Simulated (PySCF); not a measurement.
Compound: Al(H2O)F3.
Bonds: Al1–O2, Al1–F5, Al1–F6, Al1–F7. Hydrogens: H3, H4 on O2.

The closed-shell ground state was solved at several levels (PySCF, density fitting, gas phase, non-relativistic). Isolated species at its PBE0-D3(BJ)/def2-SVP geometry, gas phase.

```csv
level,basis functions,total energy (Eh),HOMO (eV),LUMO (eV),gap (eV),dipole (D)
PBE/pcSseg-1 (pcSseg-2 on Al),121,-618.1533,-8.39,-1.65,6.74,5.16
B3LYP/pcSseg-1 (pcSseg-2 on Al),121,-618.6821,-10.18,-1.14,9.04,5.24
PBE0/pcSseg-1 (pcSseg-2 on Al),121,-618.1726,-10.53,-0.71,9.82,5.25
```

Problem. Estimate the row for B3LYP/def2-SVPD, a basis of 132 functions; the other rows only guide the guess.

Solution. Total energy -618.3436 Eh, HOMO -10.56 eV, LUMO -1.59 eV, gap 8.97 eV, dipole 5.19 D.

Problem. Over all these levels, which gives the widest orbital gap and which the narrowest?

Solution. PBE0/pcSseg-1 (pcSseg-2 on Al) (global hybrid, 25 % exact exchange) has the widest, 9.82 eV, and PBE/pcSseg-1 (pcSseg-2 on Al) (GGA) the narrowest, 6.74 eV. The two share the basis. From the narrowest to the widest the HOMO moves by -2.14 eV and the LUMO by +0.94 eV.

Problem. In the pcSseg-1 (pcSseg-2 on Al) basis, how does the gap go with the fixed share of exact exchange?

Solution. PBE (0 %) 6.74 eV; B3LYP (20 %) 9.04 eV; PBE0 (25 %) 9.82 eV. Each rise in the share widens the gap here.

Problem. How far do the dipole and the HOMO energy spread over the levels?

Solution. The dipole runs from 5.16 to 5.25 D (mean 5.21 D) and the HOMO from -10.56 to -8.39 eV.
